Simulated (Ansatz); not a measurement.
Isomers of Si5H12 (singlet), relaxed with r2SCAN-D4/def2-SVP; total energies from Ansatz at PBE-QIDH/def2-TZVP.

```tsv
isomer	description	energy (Eh)
A	Si(SiH3)4 (Si₅H₁₂)	-1453.65235
B	n-SiSiSiSiSiH12 (Si5H12)	-1453.64534
```

Correlated methods freeze 25 core orbitals.

Question: Work out the relative energies (1 Eh = 2625.5 kJ/mol) and the Boltzmann populations at 1200 K from electronic energies alone (R = 8.314 J/mol/K).

Answer: ΔE: A 0.0, B 18.4 kJ/mol. RT = 9.98 kJ/mol. Factors exp(−ΔE/RT): A 1, B 0.158; sum 1.158. Populations: A 86.4 %, B 13.6 %. Zero-point energy, vibrational entropy and symmetry numbers are left out and can shift these; an error of 4 kJ/mol changes a ratio by a factor of 1.5. Over the other density-functional and correlated levels in def2 sets, the gap between A and B ranges from 10 to 23 kJ/mol.
